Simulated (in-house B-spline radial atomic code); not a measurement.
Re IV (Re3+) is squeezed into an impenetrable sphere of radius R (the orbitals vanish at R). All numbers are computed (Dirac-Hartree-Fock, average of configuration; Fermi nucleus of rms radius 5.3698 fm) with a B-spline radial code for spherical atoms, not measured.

Energies in eV above the free ion in [Xe] 4f14 5d4:

```csv
R (bohr),highest level (eV),[Xe] 4f14 5d4,[Kr] 4d10 4f14 5s2 5p5 5d5,[Kr] 4d9 4f14 5s2 5p6 5d4 5f1
7.16,-38.4,0.0004238,46.94,297.2
5.74,-38.3,0.01785,46.96,298.5
4.99,-38.3,0.116,47.07,300.2
4.08,-37.7,1.008,48.06,305
3.52,-36.4,3.661,51.09,312
2.97,-32.8,13.24,61.98,329
2.63,-27.5,30.6,81.34,353.9
2.08,-4.67,134.6,193.3,481.1
1.79,26.4,319.5,387.4,691.5
1.33,173,1491,1590,1965
```

(1) Does [Kr] 4d10 4f14 5s2 5p5 5d5 fall below [Xe] 4f14 5d4 under compression?

(2) Does [Kr] 4d9 4f14 5s2 5p6 5d4 5f1 fall below [Xe] 4f14 5d4 under compression?

The highest level is first positive in the row R = 1.79 bohr, pushed up by confinement above the zero of the free ion's potential. Each configuration is held fixed and needn't be the lowest in the sphere.

## Answers

(1) No, it stays above over the whole range.

(2) No, it stays above over the whole range.
